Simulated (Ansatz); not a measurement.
# Predicting a hybrid from its neighbours: BaS

BaS: 2 atoms, total charge 0, spin state singlet. As SMILES, `[S][Ba]`. The bond length is the measured one.

The HOMO–LUMO gap y, in eV, basis def2-TZVP with a core potential; a is the functional's share of exact exchange. Programs: Ansatz 0.2.0.

| functional | program | a | y (eV) |
| --- | --- | --- | --- |
| revPBE | Ansatz | 0 | 1.56 |
| PBE | Ansatz | 0 | 1.58 |
| B3LYP | Ansatz | 0.2 | 2.50 |
| PBE0 | Ansatz | 0.25 | ? |
| r2SCAN0 | Ansatz | 0.25 | 3.32 |
| BHLYP | Ansatz | 0.5 | 4.01 |

**Question.** Fit y = c + s·a to the known rows and predict PBE0.

**Answer.** 
1. Means of the 5 rows: a = 0.1900, y = 2.594.
2. Σ(Δa)² = 0.172, Σ(Δa·Δy) = 0.8707, so the slope is 0.8707/0.172 = 5.0622.
3. Intercept: 2.594 − (5.0622) × 0.1900 = 1.632. The largest residual of the fit is 0.42.
4. PBE0: 1.632 + (5.0622) × 0.25 = 2.90 eV.

The run gave 2.94 eV, so the prediction is off by -0.04 eV, within the scatter of the fit. Exact exchange lowers occupied levels and raises empty ones.
